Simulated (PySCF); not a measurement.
Work out the structure from these simulated measurements.

Formula: C2H9N3Si2.

| Item | Value |
| --- | --- |
| 13C NMR | chemical shifts (computed TMS as zero) by class: 122.4 (1 C), 4.3 (1 C) ppm [GIAO PBE0/pcSseg-1] |
| NMR, other nuclei | isotropic shieldings of nuclei other than C and H, by class: -27 (1 N), 249 (1 N), 256 (1 N), 371 (1 Si), 409 (1 Si) ppm [GIAO PBE0/pcSseg-1] |
| Rotational structure | rotational constants A, B, C: 3.751, 0.856, 0.732 GHz [GFN2-xTB] |
| 1H NMR | chemical shifts (computed TMS as zero) by class: 5.49 (1 H), 4.71 (3 H), 1.72 (1 H), 1.56 (1 H), 0.85 (2 H), -0.07 (1 H) ppm [GIAO PBE0/pcSseg-1] |
| Triplet | lowest triplet excitation (Tamm–Dancoff): 6.08 eV [TDA CAM-B3LYP/def2-SVPD] |
| Dipole | 4.11 D [CAM-B3LYP/def2-SVPD] |

The electronic properties come from PySCF, for the isolated species, density fitting. Levels stand in brackets. Isolated species at its GFN2-xTB geometry (one conformer only). NMR values are class means; diastereotopic atoms form classes of their own.

Question: Give a SMILES that accounts for the data.

Answer: Numbering: `[N:1]#[C:2][CH2:3][Si@H:4]([NH2:5])[NH:6][SiH3:7]`. Its formula, C2H9N3Si2, gives 2 degrees of unsaturation: 0 rings and 2 π bonds in the structure found. 2 carbons fall into 2 classes; from least to most shielded: nitrile carbon [C2] (122.4 ppm), sp3 carbon bound to silicon [C3] (4.3 ppm). Hydrogen classes from least to most shielded: 1 H on an SiH silicon, Si4 (5.49 ppm), 3 H on an SiH3 silicon, Si7 (4.71 ppm), 1 H on an sp3 carbon bound to silicon, C3 (1.72 ppm), 1 H on an sp3 carbon bound to silicon, C3 (1.56 ppm), 2 H on a silicon-bound nitrogen, N5 (0.85 ppm, a mean of values up to 0.6 ppm apart in this geometry), 1 H on a nitrogen bridging silicon atoms, N6 (-0.07 ppm). The other shieldings belong to: -27 ppm, nitrile nitrogen [N1]; 249 ppm, silicon-bound nitrogen [N5]; 256 ppm, nitrogen bridging silicon atoms [N6]; 371 ppm, SiH silicon [Si4]; 409 ppm, SiH3 silicon [Si7]. The optimised geometry has point group C1 and is an asymmetric top. Structure: `N([Si@H](CC#N)N)[SiH3]`. Computed isomers that give other values at the same levels: `C=CN1[SiH2]N[Si@H]1N` (rotational constant A: 2.556 GHz; this holds for the one conformer computed); `N#C[Si@H](N)NC[SiH3]` (13C chemical shifts (computed TMS as zero) by class: 127.1 (1 C), 25.7 (1 C) ppm); `N#C[SiH2]CN[SiH2]N` (13C chemical shifts (computed TMS as zero) by class: 123.1 (1 C), 28.7 (1 C) ppm). The assignments are read from this structure; whether some other isomer fits the data as well wasn't checked. The mirror image fits equally.

Conformer computed: `[N:1]#[C:2][CH2:3][Si@H:4]([NH2:5])[NH:6][SiH3:7]`: C2–C3–Si4–N5 -56°, C3–Si4–N6–Si7 -74°, H–N5–Si4–C3 -178°, H–N5–Si4–C3 45°.
